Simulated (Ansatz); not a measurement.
Geometry optimisation, RKS PBE0-D4/def2-SVP (Ansatz).

Input file:

```yaml
crystal:
  periodic: [false, false, false]
  atoms:
    - { symbol: "N", position_ang: [-1.6857, -0.4942, 0.8257] }
    - { symbol: C, position_ang: [-0.6368, 0.1108, 0.4336] }
    - { symbol: O, position_ang: [-0.4976, 1.4946, 0.5135] }
    - { symbol: Al, position_ang: [0.8964, -0.9796, -0.2866] }
    - { symbol: S, position_ang: [2.7569, -0.0218, -0.9722] }
    - { symbol: H, position_ang: [-2.5272, 0.1259, 1.1984] }
    - { symbol: H, position_ang: [-1.1696, 2.0934, 0.8968] }
    - { symbol: H, position_ang: [0.6806, -2.5556, -0.4058] }
    - { symbol: H, position_ang: [2.2715, 0.1803, -2.2205] }
basis:
  gaussian: { orbitals: def2-SVP }
hamiltonian:
  xc: pbe0
  dispersion: d4
relax:
  f_tol: 0.02
  max_steps: 50
output:
  orbitals: {}
```

Command:

```bash
$ ansatz run input.yaml --threads 2 --pin off --max-ram 3072MiB --backend cpu --events-out ev --progress --plain --runs-dir out
```

Question: Where does it end, and by what steps?

Answer: The run converged. The force dipped under the threshold on the way, but the program's further checks kept it going. After 25 steps the energy has fallen by 0.709 eV; H9 moved furthest, 1.31 Å.

```
step  energy less start (eV)  largest force component (eV/Å)  accepted
   0                  0.0000                           2.314       yes
   1                 -0.2948                           1.121       yes
   2                 -0.3516                           0.497       yes
   3                 -0.3840                           0.219       yes
   4                 -0.4309                           0.679       yes
   5                 -0.4882                           0.784       yes
   6                 -0.5728                           0.449       yes
   7                 -0.6327                           0.751       yes
   8                 -0.6955                           0.322       yes
   9                 -0.7005                           0.233       yes
  10                 -0.7030                           0.146       yes
  11                 -0.7064                           0.118       yes
  12                 -0.7087                           0.022       yes
  13                 -0.7087                           0.063       yes
  14                 -0.7088                           0.030       yes
  15                 -0.7089                           0.023       yes
  16                 -0.7090                           0.015       yes
  17                 -0.7091                           0.027       yes
  18                 -0.7091                           0.035       yes
  19                 -0.7092                           0.036       yes
  20                 -0.7092                           0.028       yes
  21                 -0.7093                           0.026       yes
  22                 -0.7093                           0.027       yes
  23                 -0.7093                           0.026       yes
  24                 -0.7093                           0.021       yes
  25                 -0.7093                           0.006       yes
```

```xyz
9
Properties=species:S:1:pos:R:3
N -1.579 -0.443 0.915
C -0.581 0.082 0.324
O -0.369 1.402 0.118
Al 0.787 -1.180 -0.355
S 2.498 -0.294 -1.378
H -2.265 0.251 1.250
H -1.102 1.918 0.492
H 0.683 -2.742 -0.188
H 2.017 0.958 -1.195
```

The run took 120 s on 2 threads of Intel(R) Xeon(R) Platinum 8259CL CPU @ 2.50GHz (Skylake/Cascade Lake), with other jobs on the host, peak memory 0.22 GiB.
